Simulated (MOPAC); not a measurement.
MOPAC input (AM1):

```
AM1 PRECISE GNORM=0.05 LET XYZ CHARGE=1 GEO-OK AUX(PRECISION=9) THREADS=1
H6BO3Si

O     1.79692000 1    0.46548400 1   -1.30187600 1
B     1.01581700 1    0.27566100 1   -0.24056000 1
O     1.13787500 1    0.34305000 1    1.08655800 1
O    -0.34277200 1   -0.11061700 1   -0.61530900 1
Si   -1.72243700 1   -0.46494200 1    0.50580000 1
H     2.71927100 1    0.72392300 1   -1.19813300 1
H     1.97687800 1    0.58601000 1    1.49257300 1
H    -0.48625200 1   -0.17463700 1   -1.57396700 1
H    -2.75803000 1   -0.77720900 1   -0.48519600 1
H    -1.24494100 1   -1.60073100 1    1.29587800 1
H    -1.90807300 1    0.79019800 1    1.23546100 1
```

From the output:

```
                                                       MOPAC v23.2.5 Linux

          FINAL HEAT OF FORMATION =        -73.18291 KCAL/MOL =    -306.19731 KJ/MOL

          COSMO AREA              =        127.07 SQUARE ANGSTROMS
          COSMO VOLUME            =        116.57 CUBIC ANGSTROMS

          GRADIENT NORM           =          0.03147          =       0.00949 PER ATOM
          IONIZATION POTENTIAL    =         16.911383 EV
          HOMO LUMO ENERGIES (EV) =        -16.911 -5.891
          NO. OF FILLED LEVELS    =         15
          MOLECULAR WEIGHT        =         92.9411         POINT GROUP:  Cs

          MOLECULAR DIMENSIONS (Angstroms)

            Atom       Atom       Distance
            H     9    H     6     5.60770
            H     7    H     8     3.34256
            H    10    H    11     2.46225

          SCF CALCULATIONS        =         37

   ATOM   CHEMICAL          X               Y               Z
  NUMBER   SYMBOL      (ANGSTROMS)     (ANGSTROMS)     (ANGSTROMS)

     1       O          1.83221899  *   0.47585889  *  -1.27881551  *
     2       B          0.96699069  *   0.26056866  *  -0.30193726  *
     3       O          0.89232202  *   0.27359820  *   1.03331890  *
     4       O         -0.31262342  *  -0.10552539  *  -0.74453481  *
     5      Si         -1.60691645  *  -0.43064762  *   0.59476414  *
     6       H          2.68671566  *   0.72248469  *  -0.89775693  *
     7       H          1.74668055  *   0.52016364  *   1.41339805  *
     8       H         -0.38778485  *  -0.15075121  *  -1.70947981  *
     9       H         -2.69060259  *  -0.75396906  *  -0.30549311  *
    10       H         -1.06529940  *  -1.53943584  *   1.34619156  *
    11       H         -1.72317948  *   0.83254559  *   1.28624462  *

                             CARTESIAN COORDINATES

   1    O        1.832218995     0.475858886    -1.278815509
   2    B        0.966990686     0.260568661    -0.301937263
   3    O        0.892322021     0.273598203     1.033318901
   4    O       -0.312623421    -0.105525389    -0.744534813
   5   Si       -1.606916447    -0.430647616     0.594764144
   6    H        2.686715656     0.722484687    -0.897756928
   7    H        1.746680554     0.520163644     1.413398046
   8    H       -0.387784852    -0.150751215    -1.709479811
   9    H       -2.690602588    -0.753969058    -0.305493111
  10    H       -1.065299403    -1.539435842     1.346191561
  11    H       -1.723179477     0.832545593     1.286244624

           Empirical Formula: H6 O3 B Si  =    11 atoms

      MOLECULAR POINT GROUP   :   Cs

                  EIGENVALUES
 -45.56572 -43.16965 -43.01296 -28.59674 -26.47035 -23.66235 -23.19542 -22.22998
 -22.11457 -19.83040 -19.44388 -19.35819 -18.24704 -16.92819 -16.91138  -5.89054
  -3.31357  -3.03944  -2.91667  -2.82772  -2.30338  -1.26080  -0.89445  -0.27497
   0.98446   2.83031

              NET ATOMIC CHARGES AND DIPOLE CONTRIBUTIONS

  ATOM NO.   TYPE          CHARGE      No. of ELECS.   s-Pop       p-Pop
    1          O          -0.250244        6.2502     1.83695     4.41329
    2          B           0.298990        2.7010     1.05859     1.64242
    3          O          -0.301648        6.3016     1.83023     4.47142
    4          O          -0.396729        6.3967     1.73865     4.65807
    5         Si           1.195828        2.8042     0.88721     1.91696
    6          H           0.288217        0.7118     0.71178
    7          H           0.301364        0.6986     0.69864
    8          H           0.365526        0.6345     0.63447
    9          H          -0.179373        1.1794     1.17937
   10          H          -0.160960        1.1610     1.16096
   11          H          -0.160970        1.1610     1.16097
 DIPOLE           X         Y         Z       TOTAL
 POINT-CHG.    -0.827    -0.216     0.536     1.009
 HYBRID         1.242     0.332    -0.509     1.383
 SUM            0.415     0.116     0.027     0.432

          ATOMIC ORBITAL ELECTRON POPULATIONS

     Atom    s        px        py        pz
    1  O   1.83695   1.26980   1.78205   1.36144
    2  B   1.05859   0.58180   0.41862   0.64200
    3  O   1.83023   1.41197   1.81291   1.24653
    4  O   1.73865   1.44118   1.87372   1.34317
    5 Si   0.88721   0.52542   0.79308   0.59846
    6  H   0.71178
    7  H   0.69864
    8  H   0.63447
    9  H   1.17937
   10  H   1.16096
   11  H   1.16097

 **********************
 *                    *
 * JOB ENDED NORMALLY *
 *                    *
 **********************

 == MOPAC DONE ==
```

The dipole moment of an ion depends on the origin.

The geometry given is a B3LYP-D3(BJ)/def2-TZVP minimum.
